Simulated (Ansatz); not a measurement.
Molecular dynamics of AlF₂HO

input.yaml

```yaml
crystal:
  periodic: [false, false, false]
  atoms:
    - { symbol: Al, position_ang: [-0.097663, -0.14003, -0.128217] }
    - { symbol: O, position_ang: [0.016061, 0.007173, 1.628472] }
    - { symbol: H, position_ang: [-0.59576, -0.519912, 2.088504] }
    - { symbol: F, position_ang: [1.513981, 0.090242, -0.624226] }
    - { symbol: F, position_ang: [-1.467255, 0.013743, -0.814972] }
basis:
  gaussian: { orbitals: def2-mTZVP }
hamiltonian:
  xc: revpbe
md:
  timestep: 0.5
  n_steps: 150
  ensemble: nvt_langevin
  temperature: 300.0
  initial_velocities: maxwell_boltzmann
  seed: 893720
  friction: 0.05
  temperature_schedule:
    - { n_steps: 37, end_temperature: 300.0 }
    - { n_steps: 113, end_temperature: 10.0 }
```

Run as:

```bash
$ ansatz run input.yaml --threads 1 --pin off --max-ram 2048MiB --backend cpu --events-out ev --progress --plain --runs-dir out
```

It goes on from the last frame of an earlier run, with new velocities.

Output, in part (one step line in 6, the closing report, with atoms numbered from 0):

```
md step     0: t =     0.00 fs  T =   240.0 K (target 300.0 K)  F+E_penalty+E_count = -14097.91868378 eV  E_kin = 0.155112 eV  (25 SCF iters)
md step     6: t =     3.00 fs  T =   461.9 K (target 300.0 K)  F+E_penalty+E_count = -14098.13196325 eV  E_kin = 0.298542 eV  (29 SCF iters)
md step    12: t =     6.00 fs  T =   725.4 K (target 300.0 K)  F+E_penalty+E_count = -14098.26900014 eV  E_kin = 0.468821 eV  (26 SCF iters)
md step    18: t =     9.00 fs  T =   626.5 K (target 300.0 K)  F+E_penalty+E_count = -14098.24800129 eV  E_kin = 0.404931 eV  (26 SCF iters)
md step    24: t =    12.00 fs  T =   478.9 K (target 300.0 K)  F+E_penalty+E_count = -14098.17305201 eV  E_kin = 0.309542 eV  (27 SCF iters)
md step    30: t =    15.00 fs  T =   489.9 K (target 300.0 K)  F+E_penalty+E_count = -14098.20328080 eV  E_kin = 0.316615 eV  (25 SCF iters)
md step    36: t =    18.00 fs  T =   596.7 K (target 300.0 K)  F+E_penalty+E_count = -14098.26499237 eV  E_kin = 0.385646 eV  (26 SCF iters)
md step    42: t =    21.00 fs  T =   516.5 K (target 288.5 K)  F+E_penalty+E_count = -14098.36654848 eV  E_kin = 0.333798 eV  (23 SCF iters)
md step    48: t =    24.00 fs  T =   477.2 K (target 273.1 K)  F+E_penalty+E_count = -14098.45302918 eV  E_kin = 0.308405 eV  (25 SCF iters)
md step    54: t =    27.00 fs  T =   549.9 K (target 257.7 K)  F+E_penalty+E_count = -14098.51597609 eV  E_kin = 0.355384 eV  (26 SCF iters)
md step    60: t =    30.00 fs  T =   416.7 K (target 242.3 K)  F+E_penalty+E_count = -14098.49536724 eV  E_kin = 0.269283 eV  (27 SCF iters)
md step    66: t =    33.00 fs  T =   428.8 K (target 226.9 K)  F+E_penalty+E_count = -14098.58514169 eV  E_kin = 0.277106 eV  (28 SCF iters)
md step    72: t =    36.00 fs  T =   447.1 K (target 211.5 K)  F+E_penalty+E_count = -14098.58827657 eV  E_kin = 0.288982 eV  (28 SCF iters)
md step    78: t =    39.00 fs  T =   420.6 K (target 196.1 K)  F+E_penalty+E_count = -14098.57853416 eV  E_kin = 0.271861 eV  (26 SCF iters)
md step    84: t =    42.00 fs  T =   205.1 K (target 180.7 K)  F+E_penalty+E_count = -14098.57265934 eV  E_kin = 0.132569 eV  (27 SCF iters)
md step    90: t =    45.00 fs  T =   265.2 K (target 165.3 K)  F+E_penalty+E_count = -14098.57268086 eV  E_kin = 0.171370 eV  (28 SCF iters)
md step    96: t =    48.00 fs  T =   277.6 K (target 149.9 K)  F+E_penalty+E_count = -14098.55114472 eV  E_kin = 0.179389 eV  (29 SCF iters)
md step   102: t =    51.00 fs  T =   203.5 K (target 134.5 K)  F+E_penalty+E_count = -14098.55142567 eV  E_kin = 0.131510 eV  (27 SCF iters)
md step   108: t =    54.00 fs  T =   241.2 K (target 119.1 K)  F+E_penalty+E_count = -14098.57242490 eV  E_kin = 0.155859 eV  (28 SCF iters)
md step   114: t =    57.00 fs  T =   201.5 K (target 103.7 K)  F+E_penalty+E_count = -14098.56500901 eV  E_kin = 0.130205 eV  (29 SCF iters)
md step   120: t =    60.00 fs  T =   187.2 K (target 88.3 K)  F+E_penalty+E_count = -14098.55282296 eV  E_kin = 0.120972 eV  (27 SCF iters)
md step   126: t =    63.00 fs  T =   184.8 K (target 72.9 K)  F+E_penalty+E_count = -14098.54512534 eV  E_kin = 0.119411 eV  (28 SCF iters)
md step   132: t =    66.00 fs  T =   110.5 K (target 57.5 K)  F+E_penalty+E_count = -14098.51603247 eV  E_kin = 0.071422 eV  (27 SCF iters)
md step   138: t =    69.00 fs  T =    67.1 K (target 42.1 K)  F+E_penalty+E_count = -14098.51481192 eV  E_kin = 0.043388 eV  (28 SCF iters)
md step   144: t =    72.00 fs  T =   107.9 K (target 26.7 K)  F+E_penalty+E_count = -14098.55018327 eV  E_kin = 0.069713 eV  (29 SCF iters)
md step   150: t =    75.00 fs  T =    98.0 K (target 11.3 K)  F+E_penalty+E_count = -14098.56673765 eV  E_kin = 0.063363 eV  (26 SCF iters)
Total energy: -14098.56678889 eV, -518.1127731400 hartree
Atom 0 at     0.003538    -0.092186     0.049837 Å, force     0.133698    -0.429622    -0.323221 eV/Å
Atom 1 at     0.005483    -0.022654     1.758610 Å, force    -0.305731     0.119548     0.302957 eV/Å
Atom 2 at    -0.783294    -0.008522     2.351513 Å, force     0.569475    -0.012687    -0.700224 eV/Å
Atom 3 at     1.448818    -0.156656    -0.832107 Å, force    -0.639535     0.160527     0.561653 eV/Å
Atom 4 at    -1.408492    -0.317205    -0.831418 Å, force     0.242093     0.162235     0.158835 eV/Å
Dipole moment:    -0.242837     0.120885     0.389960 e Å
```

All steps were run. The schedule's set-point averaged 106 K over the second half and the system 201 K, so it lags behind the ramp. A run of 0.075 ps of so small a system gives no equilibrium averages.

The same pairs are bonded in the first frame and the last. Pairs count as bonded within 1.25 times the sum of covalent radii (0.12 Å more for H–H).

Last frame:

```xyz
5
Properties=species:S:1:pos:R:3
Al 0.004 -0.092 0.050
O 0.005 -0.023 1.759
H -0.783 -0.009 2.352
F 1.449 -0.157 -0.832
F -1.409 -0.317 -0.831
```

Time of the run: 87 s on 1 thread of AMD EPYC 9R45 96-Core Processor (Zen 5), on a shared host, peak memory 0.15 GiB.
